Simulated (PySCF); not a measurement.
Computed shifts of a molecule C₄H₂BrF, PBE/pcSseg-1 (PySCF), GIAO, gas phase, atoms alike by connectivity averaged where their shifts nearly agree, in ppm (number of nuclei): ¹³C: 179.6 (1), 101.0 (1), 96.9 (1), 81.8 (1). ¹⁹F: -54.0 (1). ¹H: 5.64 (1), 3.96 (1). References: ¹³C against TMS (σ = 182.0 ppm); ¹⁹F against CFCl3 (σ = 133.6 ppm); ¹H against TMS (σ = 31.49 ppm), references at their B3LYP-D3(BJ)/def2-TZVP geometries, non-relativistic (without spin–orbit terms, shifts of atoms bonded to Cl or Br come out too high). The structure is a stationary point at PBE-D3(BJ)/def2-SVP. Other conformers were not sampled.

**Question.** Which molecule gave these data?
A) C#C/C(F)=C\Br
B) C#C/C=C(\F)Br
C) C#C/C(Br)=C\F

**Answer.** B, C#C/C=C(\F)Br
